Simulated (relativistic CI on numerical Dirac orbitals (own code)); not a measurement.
## Hyperfine structure of S, mass number 33

Method of calculation: Dirac-Coulomb-Breit CI, orbitals from a KLI potential per configuration, QED by a radiative potential, valence Slater integrals scaled by 0.85, P86 correlation energy added to each configuration (own radial code, finite nucleus).

Configuration list (outside the closed core [Ne]): 3s2 3p4, 3s2 3p3 4s, 3s2 3p3 4p, 3s2 3p3 3d, 3s2 3p3 5s, 3s 3p5, 3s2 3p3 5p, 3s2 3p3 4d, 3s2 3p3 6s, 3s2 3p3 4f, 3p6, 3s2 3p3 5d, 3s2 3p3 5f, 3s2 3p3 5g, 3s2 3p2 3d2, 3s2 3p 3d2 4s, 3s2 3p 3d2 4p, 3s2 3p 3d3, 3s2 3p 3d2 5s, 3s2 3p 3d2 5p, 3s2 3p2 4s2, 3s2 3p 4s2 4p, 3s2 3p 3d 4s2, 3s2 3p 4s2 5s, 3s2 3p 4s2 5p. Double excitations out of closed p, d and f shells are left out; levels of such configurations are missing from the list, as are those of other unlisted configurations, and high levels can miss mixing partners. These lack a partner that the ground configuration has and come out too high: 3s2 3p3 4d, 3s2 3p3 6s, 3s2 3p3 4f, 3s2 3p3 5d, 3s2 3p3 5f.

Nuclear spin I = 3/2, μ = 0.64325 μN, Q = -0.0694 b (tables of Stone and Pyykkö). The electronic factors are computed for point nuclear moments, without core polarisation; leaving it out makes A of s and p electrons in near-neutral atoms 20 to 40 % too small, and it can dominate for d and f shells.

```
           Level  E (cm⁻¹)  A (MHz)  B (MHz)
    3s2 3p4 3P_2       0.0    122.2    -32.7
    3s2 3p4 3P_1     396.0   -5.281     16.2
    3s2 3p4 1D_2   10025.1      215     66.1
3s2 3p3 4s 5S°_2   51814.0    54.17  0.00818
3s2 3p3 4s 3S°_1   54734.2   -49.83  0.00405
 3s2 3p3 4p 5P_1   61871.9   -9.389   -0.164
 3s2 3p3 4p 5P_2   61881.5    3.032     1.67
 3s2 3p3 4p 5P_3   61896.7     1.69    -1.65
```

Levels with J = 0, under 50 % of one LS term, or S terms without an open s electron are left out. Small factors come from cancelling terms and can be off by tens of per cent or more.

For a near-neutral ion this model can misplace configurations by up to about 10,000 cm⁻¹ (more where the count of f electrons changes) and terms by 10 to 25 % of their spread. Rates follow the energies as ν³ (E1, M1) or ν⁵ (E2), so they and the lifetimes can be off by large factors. The fine structure of a lone outer electron comes out too small, for d and f at times inverted, and misplaced configurations move strength between like terms. 65 of the 68 excited levels that our extract of the measured tables holds in this range could be paired (the sources list more); they are missed by 937 cm⁻¹ on average and 3894 at most, and levels without a partner can miss by more.

Q: Give the hyperfine levels of 3s2 3p4 3P_2 relative to its centre of gravity.

A: With K = F(F + 1) − I(I + 1) − J(J + 1), E = AK/2 + B[¾K(K + 1) − I(I + 1)J(J + 1)]/[2I(2I − 1)J(2J − 1)]: F = 1/2: -578.7, F = 3/2: -366.7, F = 5/2: -40.66, F = 7/2: 358.5 MHz.
